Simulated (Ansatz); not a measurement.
Total energies of C2H6InS (`[CH2][In]([CH3])[SH]`) radical.

Cartesian coordinates in Å:
```
C -1.7592 0.6659 0.8925
In 0.1338 0.1672 0.1020
C 0.7014 -1.3952 -1.2454
S 1.9260 1.5874 0.8434
H -1.9054 1.4975 1.5768
H -2.6696 0.1211 0.6564
H 1.4102 -2.0607 -0.7504
H 1.1928 -0.9625 -2.1179
H -0.1640 -1.9723 -1.5701
H 1.1340 2.3515 1.6128
```

The species carries charge 0 and has multiplicity 2. Correlated methods include outer-core shells of In, which these sets cover unevenly. In: def2 effective core potential. Geometry: relaxed with PBE0-D4/def2-TZVP. It is one conformer, not always the lowest. Basis def2-TZVPP, Ansatz 0.2.0.

RPA on PBE orbitals: Hartree–Fock energy of these orbitals -665.94261 Eh, correlation -1.28525 Eh (frozen core).

```json
{"functional": "LDA (SPW92)", "energy without D4 (Eh)": "-665.68974", "D4 term (kJ/mol)": "–"}
{"functional": "revPBE", "energy without D4 (Eh)": "-668.11253", "D4 term (kJ/mol)": "-47.8"}
{"functional": "BLYP", "energy without D4 (Eh)": "-668.06160", "D4 term (kJ/mol)": "-39.3"}
{"functional": "r2SCAN", "energy without D4 (Eh)": "-668.15494", "D4 term (kJ/mol)": "-4.7"}
{"functional": "B97M-V", "energy without D4 (Eh)": "-668.05918", "D4 term (kJ/mol)": "–"}
{"functional": "PBE0", "energy without D4 (Eh)": "-667.91883", "D4 term (kJ/mol)": "-16.2"}
{"functional": "B3LYP", "energy without D4 (Eh)": "-668.24996", "D4 term (kJ/mol)": "-30.4"}
{"functional": "r2SCANh", "energy without D4 (Eh)": "-668.13682", "D4 term (kJ/mol)": "-5.1"}
{"functional": "r2SCAN0", "energy without D4 (Eh)": "-668.11091", "D4 term (kJ/mol)": "-5.6"}
{"functional": "BHLYP", "energy without D4 (Eh)": "-668.02546", "D4 term (kJ/mol)": "-27.2"}
{"functional": "CAM-B3LYP", "energy without D4 (Eh)": "-668.09669", "D4 term (kJ/mol)": "-16.9"}
{"functional": "LC-ωPBE", "energy without D4 (Eh)": "-668.02530", "D4 term (kJ/mol)": "–"}
{"functional": "ωB97M-V", "energy without D4 (Eh)": "-668.03007", "D4 term (kJ/mol)": "–"}
{"functional": "B2PLYP", "energy without D4 (Eh)": "-667.73752", "D4 term (kJ/mol)": "–"}
```

Give the same for PBE, HSE06 (plane-wave form), ωB97X-V, PBE-QIDH. (An estimate is asked.)

Computed: 
| functional | energy without D4 (Eh) | D4 term (kJ/mol) |
| --- | --- | --- |
| PBE | -667.86991 | -18.8 |
| HSE06 (plane-wave form) | -667.90481 | -15.4 |
| ωB97X-V | -668.05191 | – |
| PBE-QIDH | -667.61758 | – |

B3LYP takes the VWN-RPA correlation (the form of Gaussian; ORCA's B3LYP/G). HSE06 is the plane-wave form, built on full-range PBE exchange. The double hybrids freeze the cores in their second-order part.

LC-ωPBE has ω = 0.4 bohr⁻¹.
